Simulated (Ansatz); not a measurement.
Molecule: CH₃AlBr₂O, charge 0, multiplicity 1. 
Structure (B3LYP-D3(BJ)/def2-TZVP (Ansatz, a program for electronic structure) minimum search):
SMILES: [Br][Al]([O]C)[Br]
```xyz
8

C     -3.1326    -0.6267     0.2400
O     -2.0496     0.2416    -0.0232
Al    -0.3858     0.1167    -0.0241
Br     0.8366     1.9165    -0.5478
Br     0.6063    -1.8347     0.4944
H     -2.7969    -1.6319     0.5108
H     -3.7658    -0.6965    -0.6471
H     -3.7294    -0.2241     1.0612
```

Quantity: vertical triplet-singlet gap (E(triplet) - E(singlet); each state is the SCF solution reached for its spin; for the triplet the Hartree-Fock reference is unstable and T1 is 0.023), in kcal/mol. Correlated levels leave the core frozen unless marked. UHF or UKS for open shells. Spin-orbit coupling is left out. The frozen core is the preceding noble-gas configuration, with the filled d and f shells of earlier blocks. Non-relativistic.  The program attaches cautions to a run behind CCSD/def2-TZVPPD: other roots. The program attaches cautions to a run behind CCSD(T)/def2-TZVPPD: other roots.

| level | program | vertical triplet-singlet gap (kcal/mol) |
|---|---|---|
| RI-HF/def2-TZVPPD | Ansatz | 134.4 |
| SVWN5/def2-TZVPD | Ansatz | 116.6 |
| r2SCAN/def2-TZVPD | Ansatz | 125.7 |
| wB97M-V/def2-TZVPD | Ansatz | 145.3 |
| CCSD/def2-TZVPPD | Ansatz | 149.8 |
| CCSD(T)/def2-TZVPPD | Ansatz | 145.9 |
